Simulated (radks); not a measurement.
Radial electron density D(r) = 4 pi r^2 rho(r) of an atom or ion with 47 electrons. Method: Dirac Kohn-Sham, PBEsol, spin-unpolarised, spherical densities, point nucleus; computed with a radial shooting solver on a logarithmic mesh with Libxc functionals.

| r (bohr) | D(r) (e/bohr) |
|---|---|
| 0.002188 | 5.240 |
| 0.002548 | 6.729 |
| 0.002942 | 8.485 |
| 0.003425 | 10.77 |
| 0.003956 | 13.40 |
| 0.004605 | 16.74 |
| 0.005318 | 20.47 |
| 0.006192 | 25.03 |
| 0.00715 | 29.91 |
| 0.008258 | 35.24 |
| 0.009614 | 41.18 |
| 0.0111 | 46.83 |
| 0.01293 | 52.44 |
| 0.01493 | 56.97 |
| 0.01738 | 60.44 |
| 0.02007 | 62.11 |
| 0.02336 | 61.98 |
| 0.02698 | 60.24 |
| 0.03141 | 57.39 |
| 0.03628 | 54.77 |
| 0.04223 | 53.49 |
| 0.04877 | 54.84 |
| 0.05633 | 59.09 |
| 0.06557 | 65.99 |
| 0.07573 | 72.85 |
| 0.08816 | 77.54 |
| 0.1018 | 77.31 |
| 0.1185 | 71.64 |
| 0.1369 | 63.25 |
| 0.1594 | 55.48 |
| 0.184 | 52.86 |
| 0.2143 | 55.91 |
| 0.2474 | 61.08 |
| 0.2858 | 63.17 |
| 0.3327 | 57.86 |
| 0.3842 | 46.18 |
| 0.4473 | 31.86 |
| 0.5166 | 21.93 |
| 0.6014 | 17.98 |
| 0.6945 | 18.76 |
| 0.8085 | 20.31 |
| 0.9337 | 19.71 |
| 1.087 | 16.50 |
| 1.255 | 12.29 |
| 1.461 | 8.129 |
| 1.688 | 5.150 |
| 1.949 | 3.150 |
| 2.269 | 1.834 |
| 2.621 | 1.071 |
| 3.051 | 0.5769 |
| 3.523 | 0.2965 |
| 4.102 | 0.1305 |
| 4.737 | 0.05183 |
| 5.515 | 0.01603 |
| 6.369 | 0.004175 |
| 7.414 | 0.0007526 |
| 8.563 | 0.0001078 |

What is the nuclear charge?

Answer. Z = 48. The innermost maximum, from 1s, lies near gamma/Z bohr with gamma = sqrt(1 - (Z/c)^2) = 0.937, here 0.0195 bohr (found: 0.0214), and its height grows with Z. The density is that of the cadmium ion Cd+ in [Kr] 4d10 5s1; the configuration itself is not fixed sharply by these data, and Z only to a few units. D(r) has 4 maxima, at r = 0.0214, 0.0940, 0.279, 0.841 bohr, and minima at 0.0422, 0.183, 0.621 bohr, inside which lie 2.03, 11.16, 29.04 electrons.
